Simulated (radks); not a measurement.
The numbers below are computed, except where a source is named.
All-electron atom: Ce X in [Kr] 4d10 5s2 5p1 (the NIST ground configuration).

Level of theory: Dirac Kohn-Sham, LDA (Slater exchange, Perdew-Wang correlation), spin-unpolarised, spherical densities, finite nucleus; open shells fill j = l - 1/2 first; Fermi nuclear charge, rms radius 4.8771 fm (a radial shooting solver on a logarithmic mesh with Libxc functionals).

Energy parts (hartree):
total: -8838.1103
kinetic: 9480.6191
electron-nucleus: -21294.4013
Hartree: 3174.5543
exchange-correlation: -198.8823

Orbitals (lengths in bohr, moments of r in powers of bohr; r(90%) holds 90 % of the orbital's charge):
orbital  occ.  eigenvalue (hartree)   <1/r>      <r>  r(90%)      <r^4>
1s1/2       2             -1481.915   63.28  0.02459  0.0443  1.781e-06
2s1/2       2             -241.3616   14.92   0.1048   0.163  0.0002930
2p1/2       2             -228.2743   14.91  0.08798   0.145  0.0001841
2p3/2       4             -211.8820   13.51  0.09418   0.153  0.0002295
3s1/2       2             -55.81908   5.382   0.2786   0.409    0.01196
3p1/2       2             -50.26140   5.299   0.2682   0.403    0.01111
3p3/2       4             -47.03988   4.949   0.2804   0.420    0.01312
3d3/2       4             -37.27904   4.816   0.2514   0.394    0.01003
3d5/2       6             -36.58648   4.727   0.2552   0.399    0.01056
4s1/2       2             -15.06374   2.253   0.6333   0.909     0.2962
4p1/2       2             -12.98741   2.154   0.6501   0.944     0.3422
4p3/2       4             -12.27509   2.039   0.6764   0.982     0.3997
4d3/2       4              -8.84225   1.837   0.7218    1.08     0.5722
4d5/2       6              -8.71430   1.809   0.7306    1.09     0.5993
4f5/2       0              -4.76245   1.421   0.8626    1.38      1.492
4f7/2       0              -4.74534   1.413   0.8668    1.38      1.518
5s1/2       2              -5.61371   1.003    1.351    1.90      5.686
5p1/2       1              -4.92181  0.9364    1.437    2.03      7.373
5p3/2       0              -4.75858  0.9016    1.482    2.09      8.312
6s1/2       0              -2.91120  0.5632    2.413    3.34      55.97

The highest occupied level is 5p1/2 at -133.93 eV. For comparison, the ionisation energy in NIST's Atomic Spectra Database is 140 eV (theoretical). In exact Kohn-Sham theory the highest level is minus the ionisation energy, but local and semilocal functionals leave it too shallow, through self-interaction and a potential that decays too fast; potentials with the right tail come closer. The density falls to 0.001 e/bohr^3 at r = 2.63 bohr. The electron density at the nucleus is 3.815e+05 e/bohr^3.

Beside tabulated values, note that spin-unpolarised runs miss the spin-polarisation part of the exchange energy of open shells.
